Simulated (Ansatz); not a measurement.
Two isomers of CH9AlSiSn: A = `[CH3][AlH][SiH2][SnH3]`, B = `C[SiH2][AlH][SnH3]`.

Program: Ansatz. Geometries: PBE0-D4/def2-TZVP. ΔE: electronic, gas phase. CCSD(T)/CBS adds triple-zeta CCSD(T) − MP2 to the extrapolated MP2 energy (def2 sets, frozen cores). Functionals use def2-TZVPP. B3LYP here is the variant with VWN-RPA as its local correlation; programs differ in this. Elements past krypton have def2 core potentials. For Sn outer-core shells are correlated without core-valence functions, which leaves a few kJ/mol of doubt a bond. Each species was taken in one conformer, which may not be the lowest.

Which is lower in electronic energy at CCSD(T)/CBS, and by how much? (An estimate is asked.)

Computed: B, by 2.5 kJ/mol.

Give E(B) − E(A) in kJ/mol with CCSD(T)/def2-TZVPP, PBE0-D4, B2PLYP, B3LYP-D4, PBE-D4, CCSD/def2-TZVPP, B3LYP. (An estimate is asked.)

Ansatz gave: CCSD(T)/def2-TZVPP -3.0, PBE0-D4 -3.7, B2PLYP -2.4, B3LYP-D4 -3.4, PBE-D4 -2.8, CCSD/def2-TZVPP -4.0, B3LYP -2.8. None reverses the order clearly.

Largest T1 diagnostic: 0.013.

In def2-TZVPP, CCSD(T) changes the Hartree–Fock value by +4.7 kJ/mol (the triples alone add +1.0 kJ/mol) and MP2 by +6.4 kJ/mol.
